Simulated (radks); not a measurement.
The numbers below are computed, except where a source is named.
Pr58+, 1 electrons, occupied as 1s1. Level of theory: scalar-relativistic Kohn-Sham, BLYP, spin-polarised, spherical densities, finite nucleus; open shells are filled with parallel spins first (spin-orbit coupling, left out, can overturn this in heavy ions); Fermi nuclear charge, rms radius 4.8919 fm (a radial shooting solver on a logarithmic mesh with Libxc functionals).

Radial electron density D(r) = 4 pi r^2 rho(r):

```
   r/bohr * D(r) (the largest magnitude, 33.4, reaches the edge; | marks zero)
 0.001547 |   *
 0.001663 |    *
 0.001787 |     *
 0.001936 |     *
 0.002081 |      *
 0.002254 |       *
 0.002422 |        *
 0.002603 |         *
  0.00282 |          *
  0.00303 |            *
 0.003256 |             *
 0.003528 |               *
 0.003791 |                *
 0.004074 |                  *
 0.004413 |                    *
 0.004743 |                      *
 0.005097 |                        *
 0.005521 |                           *
 0.005934 |                             *
 0.006377 |                                *
 0.006908 |                                  *
 0.007423 |                                     *
 0.007978 |                                       *
 0.008642 |                                          *
 0.009287 |                                            *
  0.01006 |                                               *
  0.01081 |                                                 *
  0.01162 |                                                   *
  0.01259 |                                                    *
  0.01353 |                                                     *
  0.01454 |                                                      *
  0.01575 |                                                      *
  0.01692 |                                                      *
  0.01819 |                                                    *
   0.0197 |                                                   *
  0.02117 |                                                *
  0.02275 |                                              *
  0.02465 |                                          *
  0.02649 |                                       *
  0.02846 |                                   *
  0.03083 |                              *
  0.03314 |                          *
  0.03561 |                      *
  0.03858 |                  *
  0.04146 |              *
  0.04491 |           *
  0.04826 |        *
  0.05186 |      *
  0.05618 |    *
  0.06038 |  *
  0.06489 | *
  0.07029 |*
  0.07554 |*
  0.08118 *
  0.08794 *
   0.0945 *
```

D(r) has 1 maximum, at r = 0.0153 bohr.
